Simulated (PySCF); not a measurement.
# Polarisability and C₆ of F⁻ (fluorine, charge -1)

[Ne], closed-shell 1S. Calculation: PySCF 2.14, in def2-TZVPPD (6s4p3d1f, 40 functions); the non-relativistic Hamiltonian (point nucleus). Coupled (time-dependent) response in atomic units; α is the mean over directions.

```
 method  mean α (bohr³)  C₆ (like pair)  S(−4)
    UHF           8.439           33.53  35.06
   PBE0           10.94           47.50  67.32
wB97M-V           11.32           49.34  74.58
  B3LYP           11.14           48.57  71.42
```

S(−4) is the Cauchy moment in α(ω) = α(0) + S(−4) ω² + …

α(iu) at B3LYP:

```tsv
u (hartree)	α(iu) (bohr³)
0	11.14
0.0500	10.97
0.100	10.50
0.200	9.130
0.300	7.761
0.500	5.663
0.750	3.959
1.00	2.879
1.50	1.702
2.00	1.128
3.00	0.6086
5.00	0.2625
```

A single London oscillator, α(iu) = α/(1 + u²/ω²), gives C₆ = (3/4) ω α². Matching the computed C₆ needs ω = 4 × 48.57 / (3 × 11.14²) = 0.522 hartree.

For an ion, C₆ is the dispersion term alone; charge-induced terms of lower order in 1/R come first.
